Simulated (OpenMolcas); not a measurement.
## Ag2+: moving the ligands

Ag2+ with 6 ligands (ammonia) in trigonal antiprismatic coordination (S6) at 2.36 Å, a polar angle of 57.5° against the regular 54.74°. Ligand basis ANO-RCC-VDZP.

- Program: OpenMolcas 26.06
- Method: SS-CASPT2, IPEA 0.25 Eh, imaginary shift 0.1 Eh (closed shells correlated: 4s 4p and the ligand valence shells)
- Basis: ANO-RCC-VDZP [6s5p3d1f]
- Scalar Hamiltonian: DKH2, point nucleus
- Active space: 9 electrons in 5 orbitals (4d)
- State averaging: 2S+1 = 2 even, 5 roots
- Spin-orbit coupling: RASSI with atomic mean-field integrals over the reference wave functions

Runs around this geometry, states. Energies in cm-1 above the lowest state or level, χT in cm3 K/mol.

```csv
R (Å),Polar angle / regular,Ground state,First state of that spin,First gap with spin-orbit (degeneracies),χT at 300 K
2.28,1.05,2S+1 = 2,21180,"260 (2, 2)",0.470
2.36,1.05,2S+1 = 2,17980,"260 (2, 2)",0.493
2.43,1.05,2S+1 = 2,15670,"270 (2, 2)",0.515
2.36,1.103,2S+1 = 2,18070,"570 (2, 2)",0.473
```

Roots that are degenerate in the reference are averaged as groups; the widest CASPT2 spread within a group is 220 cm-1 (the 2-fold group of multiplicity 2 near 0 cm-1 above the lowest state of its run, R = 2.36, ratio = 1.103). Shifts and gaps below about the spread of the groups concerned are not significant. Over all roots computed the reference weight is 0.69 in R = 2.28 in ratio = 1.05, 0.69 in R = 2.36 in ratio = 1.05, 0.69 in R = 2.43 in ratio = 1.05, 0.69 in R = 2.36 in ratio = 1.103; a low but even weight reflects the number of correlated electrons. An orbital doublet at a regular site is open to a Jahn-Teller distortion, which this geometry leaves out. Ligand-to-metal charge-transfer states are missing. With one d shell and no ligand orbital active, 10Dq can be off by a tenth or more. The least metal-like active orbital is 81 % on the metal (Löwdin) and no ligand orbital is active, so the numbers are rough (holds for R = 2.28, ratio = 1.05). The least metal-like active orbital is 83 % on the metal (Löwdin) and no ligand orbital is active, so the numbers are rough (holds for R = 2.36, ratio = 1.05; R = 2.36, ratio = 1.103). The least metal-like active orbital is 85 % on the metal (Löwdin) and no ligand orbital is active, so the numbers are rough (holds for R = 2.43, ratio = 1.05). No measured value stands beside these numbers; the geometry was imposed, not optimised, and the real ion may take another.

A state without a sure symmetry label is named by its multiplicity alone.
